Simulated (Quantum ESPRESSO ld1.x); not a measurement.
Q: Coherent X-ray form factor from a spherical all-electron density. All-electron calculation, Dirac Kohn-Sham, revPBE, spin-unpolarised, spherical densities, point nucleus. Program: ld1.x of Quantum ESPRESSO 7.5.

sin(theta)/lambda (1/angstrom),f0 (electrons)
0.05,17.810
0.1,17.262
0.15,16.417
0.2,15.364
0.25,14.200
0.3,13.016
0.4,10.857
0.5,9.195
0.6,8.039
0.8,6.679
1,5.761
1.25,4.679
1.5,3.684
2,2.306

The species is in the configuration that NIST lists as its ground one. Which atom or ion scatters so?

A: The titanium ion Ti4+, [Ar]. Extrapolating in s^2 from the first two rows gives f0(0) = 18.0, near the electron count 18; among species with that count, the fall with angle is slower the higher Z, and the table is that of Z = 22; from so few rows the species is fixed only to a neighbour or two.
